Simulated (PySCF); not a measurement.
GeS (SMILES [S]=[Ge]), singlet, at a GFN2-xTB geometry; PBE0/def2-SVPD (PySCF).

Here is a job for PySCF.
```python
from pyscf import gto, scf, dft

mol = gto.M(
    atom='''
Ge   -0.00000000   -0.00000000   -0.67834772
S     0.00000000    0.00000000    1.35669544
''',
    basis='def2-svpd',
    verbose=4,
)

mf = dft.RKS(mol)
mf.xc = 'pbe0'
mf.kernel()
```

### Question
Write the output that PySCF gives for this input, abridged.

### Answer

```
PySCF version 2.14.0

[INPUT] verbose = 4
[INPUT] num. atoms = 2
[INPUT] num. electrons = 48
[INPUT] charge = 0
[INPUT] spin (= nelec alpha-beta = 2S) = 0
[INPUT] symmetry False subgroup None
[INPUT] Mole.unit = angstrom
[INPUT] Symbol           X                Y                Z      unit          X                Y                Z       unit  Magmom
[INPUT]  1 Ge     0.000000000000   0.000000000000  -0.678347720000 AA    0.000000000000   0.000000000000  -1.281891408023 Bohr   0.0
[INPUT]  2 S      0.000000000000   0.000000000000   1.356695440000 AA    0.000000000000   0.000000000000   2.563782816046 Bohr   0.0

nuclear repulsion = 133.136602366232
number of shells = 25
number of NR pGTOs = 125
number of NR cGTOs = 65
basis = def2-svpd
ecp = {}

******** <class 'pyscf.dft.rks.RKS'> ********
method = RKS
initial guess = minao
damping factor = 0
level_shift factor = 0
DIIS = <class 'pyscf.scf.diis.CDIIS'>
diis_start_cycle = 1
diis_space = 8
diis_damp = 0
SCF conv_tol = 1e-09
SCF conv_tol_grad = None
SCF max_cycles = 50
direct_scf = True
direct_scf_tol = 1e-13
XC library pyscf.dft.libxc version 7.1.2
    S. Lehtola, C. Steigemann, M. J. T. Oliveira, and M. A. L. Marques,  SoftwareX 7, 1–5 (2018)
XC functionals = pbe0
    C. Adamo and V. Barone,  J. Chem. Phys. 110, 6158 (1999)
    M. Ernzerhof and G. E. Scuseria,  J. Chem. Phys. 110, 5029 (1999)
radial grids:
    Treutler-Ahlrichs [JCP 102, 346 (1995); DOI:10.1063/1.469408] (M4) radial grids

becke partition: Becke, JCP 88, 2547 (1988); DOI:10.1063/1.454033
pruning grids: <function nwchem_prune>
grids dens level: 3
symmetrized grids: False
atomic radii adjust function: <function treutler_atomic_radii_adjust>
small_rho_cutoff = 0
Set gradient conv threshold to 3.16228e-05
Initial guess from minao.
tot grids = 39520
init E= -2473.84999925604
  HOMO = -0.281356090128793  LUMO = -0.100344851363695  gap/eV = 4.92557
cycle= 1 E= -2474.35802532827  delta_E= -0.508  |g|= 0.526  |ddm|= 1.63
  HOMO = -0.249654312036593  LUMO = -0.0913512171319477  gap/eV = 4.30765
cycle= 2 E= -2473.58900249273  delta_E= 0.769  |g|= 1.52  |ddm|= 2.18
  HOMO = -0.294872316414231  LUMO = -0.0913485719291341  gap/eV = 5.53816
cycle= 3 E= -2474.44116056501  delta_E= -0.852  |g|= 0.118  |ddm|= 1.69
  HOMO = -0.286209717493141  LUMO = -0.0919979975067251  gap/eV = 5.28477
cycle= 4 E= -2474.4436525663  delta_E= -0.00249  |g|= 0.0635  |ddm|= 0.197
  HOMO = -0.293355566126554  LUMO = -0.0924196494417359  gap/eV = 5.46774
cycle= 5 E= -2474.44497978131  delta_E= -0.00133  |g|= 0.00739  |ddm|= 0.0652
  HOMO = -0.293826529433297  LUMO = -0.0916137212066199  gap/eV = 5.50249
cycle= 6 E= -2474.44500314369  delta_E= -2.34e-05  |g|= 0.00162  |ddm|= 0.00981
  HOMO = -0.29373569103438  LUMO = -0.0914565961870376  gap/eV = 5.50429
cycle= 7 E= -2474.44500421981  delta_E= -1.08e-06  |g|= 0.000284  |ddm|= 0.00223
  HOMO = -0.293786915514637  LUMO = -0.0914958002461562  gap/eV = 5.50462
cycle= 8 E= -2474.44500424579  delta_E= -2.6e-08  |g|= 8.09e-06  |ddm|= 0.00037
  HOMO = -0.29378644846365  LUMO = -0.0914969318191369  gap/eV = 5.50458
cycle= 9 E= -2474.4450042458  delta_E= -1.09e-11  |g|= 4.54e-06  |ddm|= 2.36e-05
  HOMO = -0.293785060491834  LUMO = -0.0914970814987526  gap/eV = 5.50454
Extra cycle  E= -2474.44500424577  delta_E= 3.46e-11  |g|= 1.09e-05  |ddm|= 1.9e-05
converged SCF energy = -2474.44500424577
```
